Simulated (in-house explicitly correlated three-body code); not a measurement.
Computed with an exponentially correlated three-body code. Model: two electrons around a point charge, non-relativistic, variational in 260 exponentially correlated functions (energies converged to about 1e-7 hartree, or 1e-8 relative for large Z), ground state as one setting changes.

Given: nuclear charge 5.

```json
{"mass of the centre (electron masses)": "1.4", "ground energy (hartree)": "-13.1550922", "binding of second electron (eV)": "159.55", "mean radius (bohr)": "0.53512", "mean distance of electrons (bohr)": "0.71909", "mean cosine of angle": "0.14032"}
{"mass of the centre (electron masses)": "2", "ground energy (hartree)": "-14.8767191", "binding of second electron (eV)": "178.05", "mean radius (bohr)": "0.47582", "mean distance of electrons (bohr)": "0.65524", "mean cosine of angle": "0.10459"}
{"mass of the centre (electron masses)": "3", "ground energy (hartree)": "?", "binding of second electron (eV)": "?", "mean radius (bohr)": "?", "mean distance of electrons (bohr)": "?", "mean cosine of angle": "?"}
{"mass of the centre (electron masses)": "5", "ground energy (hartree)": "-18.3773773", "binding of second electron (eV)": "216.62", "mean radius (bohr)": "0.38801", "mean distance of electrons (bohr)": "0.55689", "mean cosine of angle": "0.037731"}
{"mass of the centre (electron masses)": "7", "ground energy (hartree)": "-19.2726437", "binding of second electron (eV)": "226.81", "mean radius (bohr)": "0.37039", "mean distance of electrons (bohr)": "0.53653", "mean cosine of angle": "0.021578"}
{"mass of the centre (electron masses)": "10", "ground energy (hartree)": "-20.0132386", "binding of second electron (eV)": "235.37", "mean radius (bohr)": "0.35694", "mean distance of electrons (bohr)": "0.52082", "mean cosine of angle": "0.0084443"}
{"mass of the centre (electron masses)": "15", "ground energy (hartree)": "-20.6366531", "binding of second electron (eV)": "242.67", "mean radius (bohr)": "0.3463", "mean distance of electrons (bohr)": "0.50831", "mean cosine of angle": "-0.002465"}
{"mass of the centre (electron masses)": "25", "ground energy (hartree)": "?", "binding of second electron (eV)": "?", "mean radius (bohr)": "?", "mean distance of electrons (bohr)": "?", "mean cosine of angle": "?"}
{"mass of the centre (electron masses)": "50", "ground energy (hartree)": "-21.5899142", "binding of second electron (eV)": "254.02", "mean radius (bohr)": "0.33115", "mean distance of electrons (bohr)": "0.49033", "mean cosine of angle": "-0.018914"}
{"mass of the centre (electron masses)": "100", "ground energy (hartree)": "-21.8078235", "binding of second electron (eV)": "256.65", "mean radius (bohr)": "0.32786", "mean distance of electrons (bohr)": "0.4864", "mean cosine of angle": "-0.022638"}
{"mass of the centre (electron masses)": "206.77", "ground energy (hartree)": "-21.9223825", "binding of second electron (eV)": "258.03", "mean radius (bohr)": "0.32616", "mean distance of electrons (bohr)": "0.48435", "mean cosine of angle": "-0.02459"}
{"mass of the centre (electron masses)": "500", "ground energy (hartree)": "-21.9859128", "binding of second electron (eV)": "258.8", "mean radius (bohr)": "0.32522", "mean distance of electrons (bohr)": "0.48323", "mean cosine of angle": "-0.025671"}
{"mass of the centre (electron masses)": "1000", "ground energy (hartree)": "-22.008415", "binding of second electron (eV)": "259.08", "mean radius (bohr)": "0.32489", "mean distance of electrons (bohr)": "0.48283", "mean cosine of angle": "-0.026054"}
{"mass of the centre (electron masses)": "5000", "ground energy (hartree)": "-22.0264559", "binding of second electron (eV)": "259.3", "mean radius (bohr)": "0.32462", "mean distance of electrons (bohr)": "0.48252", "mean cosine of angle": "-0.026361"}
{"mass of the centre (electron masses)": "100000", "ground energy (hartree)": "-22.0307457", "binding of second electron (eV)": "259.35", "mean radius (bohr)": "0.32456", "mean distance of electrons (bohr)": "0.48244", "mean cosine of angle": "-0.026434"}
```

(1) What follows for mass of the centre = 3?

(2) What follows for mass of the centre = 25?

## Answers

(1) ground energy -16.6138036 hartree; binding of second electron 196.98 eV; mean radius 0.42789 bohr; mean distance of electrons 0.60217 bohr; mean cosine of angle 0.070588.

(2) ground energy -21.1690194 hartree; binding of second electron 248.98 eV; mean radius 0.33769 bohr; mean distance of electrons 0.4981 bohr; mean cosine of angle -0.011684.
